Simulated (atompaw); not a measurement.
What one change does to a pseudopotential (N (Z = 7), PAW (atompaw))

```
Element                 : N
Generator               : atompaw 4.2.0.5
Type                    : PAW
Functional              : PBE
Relativity              : non-relativistic
Frozen core             : [He]
Valence charge          : 5
Reference configuration : 2s2 2p2 (charge +1)
Partial waves           : 2s (bound): rc 1.10 bohr; 2s channel at 1.9 Ry: rc 1.70 bohr; 2p (bound): rc 1.70 bohr; 2p channel at -0.55 Ry: rc 1.70 bohr
Local potential         : troulliermartins scheme with l = 2 at 0.5 Ry, radius 1.20 bohr
Core correction         : smooth core density matched at 1.50 bohr
Augmentation charge     : besselshape compensation charge, radius 1.65 bohr; PAW radius 1.70 bohr; waves and projectors: custom rrkj gramschmidtortho
```

Change: local potential troulliermartins scheme with l = 2 at 0.5 Ry, radius 1.70 bohr.

Cutoffs: the cutoffs (Ry, on a coarse ladder) from which the occupation-weighted sum of valence levels, in a spherical-Bessel basis at the reference potential, stays within 10 and 1 mRy of its value at 400 Ry; they do not see the model core or the augmentation charge, which bear on the density cutoff.

Question: What does the change do?

Answer: The potential gets harder (25 Ry and 30 Ry → 25 Ry and 35 Ry); neither file shows a bound ghost.

| quantity | base | changed |
| --- | --- | --- |
| cutoff, loose | 25 Ry | 25 Ry |
| cutoff, tight | 30 Ry | 35 Ry |
| bound ghosts | none | none |
| s: phases at 1.70 bohr within 0.05 rad from the reference energy up to (Ry; the scan ends near 5) | to the end of the scan | 4.4 |
| p: phases at 1.70 bohr within 0.05 rad from the reference energy up to (Ry; the scan ends near 5) | 4.4 | 3.9 |
| lowest overlap eigenvalue by channel | s 0.26, p 1.00 | s 0.31, p 1.00 |

 The cutoffs see the waves, projectors and local potential, not the compensation charge or the core.
